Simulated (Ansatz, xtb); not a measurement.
**C3H6BrF3Si: which of two isomers lies lower**

We compare I, `C[SiH](Br)CC(F)(F)F`, a singlet, with II, `C[Si](C)(Br)C(F)(F)F`, a singlet. Both are isolated molecules in the gas phase, relaxed with B3LYP/def2-SVP; each stands in its lowest conformer found.

Question: Estimate E(II) − E(I) at the level CCSD(T)/def2-SVP + ΔMP2/def2-TZVPP.

Answer: Calculated at CCSD(T)/def2-SVP + ΔMP2/def2-TZVPP: E(II) − E(I) = +1.07 kcal/mol, so structure I lies lower.

Level by level:

| level | geometry | E(II) − E(I) (kcal/mol) | departure from the last row (kcal/mol) | job, with rough time for the two |
| --- | --- | --- | --- | --- |
| GFN2-xTB | GFN2-xTB | +16.04 | +14.97 | optimisation, 0.24 s |
| HF/STO-3G | GFN2-xTB | −3.80 | −4.87 | single point, 1.1 s |
| r2SCAN-D4/def2-SVP | GFN2-xTB | +1.62 | +0.56 | single point, 11 s |
| B3LYP/def2-SVP | B3LYP/def2-SVP | +2.22 | +1.15 | optimisation, 2.4 min |
| HF/def2-SVP | B3LYP/def2-SVP | +5.52 | +4.45 | part of the CCSD(T) run |
| MP2/def2-SVP | B3LYP/def2-SVP | +4.04 | +2.97 | part of the CCSD(T) run |
| CCSD(T)/def2-SVP | B3LYP/def2-SVP | +4.29 | +3.23 | single point |
| CCSD(T)/def2-SVP + ΔMP2/def2-TZVPP | B3LYP/def2-SVP | +1.07 |  | single point, 7 min |

As drawn, II has 1 C–Si, 1 C–H in place of 1 C–C, 1 Si–H.

HF/STO-3G puts the two in the other order. The largest departure from CCSD(T)/def2-SVP + ΔMP2/def2-TZVPP is that of GFN2-xTB, 14.97 kcal/mol. The last row adds to CCSD(T) the change of the MP2 difference between the two basis sets, here −3.23 kcal/mol, a large step that makes the value less sure.

With thermal terms from frequencies at re-optimised GFN2-xTB minima (ideal gas, soft modes damped towards free rotors, one conformer each, 298.15 K, 1 atm): on the last row, ΔE + ΔZPE = +1.41, ΔH = +2.04, ΔG = +0.74 kcal/mol.

The correlated steps freeze 20 core orbitals; the filled d shell of Br is correlated, in a basis made for valence electrons. Run with Ansatz 0.2.0, xtb 6.7.1; the last row on 2 threads of Arm Neoverse V2 on a shared host.
